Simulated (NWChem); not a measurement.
Everything below was run with NWChem. System: ethylene glycol (C2H6O2), charge 0, spin multiplicity 1, at a geometry optimised with PBE0/def2-SVP.

Job file:

```
start mol
memory heap 100 mb stack 700 mb global 1900 mb
geometry units angstroms nocenter noautoz noautosym
  O      1.339367    -0.514022     0.016748
  C      0.621185     0.671967    -0.236967
  C     -0.818005     0.259084    -0.452578
  O     -1.308448    -0.434967     0.655628
  H      2.202080    -0.289563     0.375838
  H      0.670932     1.363470     0.626248
  H      1.003717     1.207947    -1.128212
  H     -1.443777     1.152777    -0.606899
  H     -0.876510    -0.347878    -1.380227
  H     -0.622880    -1.081139     0.871515
end
basis spherical
  * library cc-pvdz
end
scf
  rhf
  nopen 0
  maxiter 100
  thresh 1e-7
  semidirect memsize 60000000 filesize 0
end
tce
  freeze core 4
  cr-ccsd(t)
  2eorb
  2emet 13
  thresh 1e-6
  maxiter 100
  tilesize 24
end
task tce energy
```

The output up to the point where the run's verdict is printed (cleaned and shortened):

```
             Northwest Computational Chemistry Package (NWChem) 7.3.0
             --------------------------------------------------------

                                NWChem Input Module
                                -------------------

 Scaling coordinates for geometry "geometry" by  1.889725989
 (inverse scale =  0.529177249)

                             Geometry "geometry" -> ""
                             -------------------------

 Output coordinates in angstroms (scale by  1.889725989 to convert to a.u.)

  No.       Tag          Charge          X              Y              Z
 ---- ---------------- ---------- -------------- -------------- --------------
    1 O                    8.0000     1.33936700    -0.51402200     0.01674800
    2 C                    6.0000     0.62118500     0.67196700    -0.23696700
    3 C                    6.0000    -0.81800500     0.25908400    -0.45257800
    4 O                    8.0000    -1.30844800    -0.43496700     0.65562800
    5 H                    1.0000     2.20208000    -0.28956300     0.37583800
    6 H                    1.0000     0.67093200     1.36347000     0.62624800
    7 H                    1.0000     1.00371700     1.20794700    -1.12821200
    8 H                    1.0000    -1.44377700     1.15277700    -0.60689900
    9 H                    1.0000    -0.87651000    -0.34787800    -1.38022700
   10 H                    1.0000    -0.62288000    -1.08113900     0.87151500

 Effective nuclear repulsion energy (a.u.)     134.5607680249

            Nuclear Dipole moment (a.u.)
            ----------------------------
        X                 Y               Z
 ---------------- ---------------- ----------------
    -0.0000113384     0.0000151178     0.0000018897


 Summary of "ao basis" -> "" (spherical)
 ------------------------------------------------------------------------------
       Tag                 Description            Shells   Functions and Types
 ---------------- ------------------------------  ------  ---------------------
 *                          cc-pvdz                   on all atoms
[...]
     2   1 0 1      2.594043      0.000000    -13.165704
     2   0 2 0    -17.759498      0.000000     45.567184
     2   0 1 1     -0.882449      0.000000    -20.671811
     2   0 0 2    -18.401850      0.000000     35.161071

                   NWChem Extensible Many-Electron Theory Module
                   ---------------------------------------------


            General Information
            -------------------
      Number of processors :     1
         Wavefunction type : Restricted Hartree-Fock
          No. of electrons :    34
           Alpha electrons :    17
            Beta electrons :    17
           No. of orbitals :   172
            Alpha orbitals :    86
             Beta orbitals :    86
        Alpha frozen cores :     4
         Beta frozen cores :     4
     Alpha frozen virtuals :     0
      Beta frozen virtuals :     0
         Spin multiplicity : singlet
    Number of AO functions :    86
       Number of AO shells :    42
        Use of symmetry is : off
      Symmetry adaption is : off
         Schwarz screening : 0.10D-09

          Correlation Information
          -----------------------
          Calculation type : Coupled-cluster singles & doubles w/ perturbation
   Perturbative correction : Completely renormalized (T)
            Max iterations :      100
        Residual threshold : 0.10D-05
     T(0) DIIS level shift : 0.00D+00
     L(0) DIIS level shift : 0.00D+00
     T(1) DIIS level shift : 0.00D+00
     L(1) DIIS level shift : 0.00D+00
     T(R) DIIS level shift : 0.00D+00
     T(I) DIIS level shift : 0.00D+00
   CC-T/L Amplitude update :  5-th order DIIS
                I/O scheme : Global Array Library
        L-threshold :  0.10D-05
        EOM-threshold :  0.10D-05
 no EOMCCSD initial starts read in
 TCE RESTART OPTIONS
 SLICE:      F
 D4D5:       F
 quantumc:   F
 qrotation:  F
 pwtce:      F
 qducc:      F
 nacto:                         0
 nrotv:                         0
 nrot:                          0

            Memory Information
            ------------------
          Available GA space size is     249029404 doubles
          Available MA space size is     104845812 doubles

 Maximum block size supplied by input
 Maximum block size        24 doubles

 tile_dim =     23

 -------------------------------------------------

 Global array virtual files algorithm will be used

 Parallel file system coherency ......... OK

 4-electron integrals stored in orbital form

 v2    file size   =          9976705
 4-index algorithm nr.  13 is used
 imaxsize =       30
 imaxsize ichop =        0


CCSD iterations
 ---------------------------------------------------------
 Iter          Residuum       Correlation     Cpu    Wall
 ---------------------------------------------------------
    1   0.1995412679838  -0.6606708958104     1.8     1.8
    2   0.0546528611317  -0.6839677444323     1.8     1.8
    3   0.0194175726813  -0.6951710545769     2.5     2.5
    4   0.0078520960836  -0.6975720138941     3.1     3.1
    5   0.0033188842076  -0.6985766188427     2.4     2.4
    6   0.0006977840139  -0.6990733020496     2.4     2.4
    7   0.0002794728141  -0.6991497310631     2.4     2.4
    8   0.0001253842014  -0.6991489203387     2.8     2.8
    9   0.0000651843527  -0.6991489636969     2.7     2.7
   10   0.0000319605842  -0.6991502825110     2.7     2.7
   11   0.0000092518480  -0.6991498486491     2.7     2.7
   12   0.0000044002939  -0.6991512262014     1.8     1.8
   13   0.0000024578378  -0.6991513134026     1.8     1.8
   14   0.0000014117762  -0.6991513807839     1.9     1.9
   15   0.0000008355169  -0.6991513904298     1.8     1.8
 -----------------------------------------------------------------
 Iterations converged
 CCSD correlation energy / hartree =        -0.699151390429815
 CCSD total energy / hartree       =      -229.651060929713168

 Singles contributions

 Doubles contributions
 CR-CCSD(T)
```

The program stopped with an error. NWChem stopped with the message: ccsd_t 2.
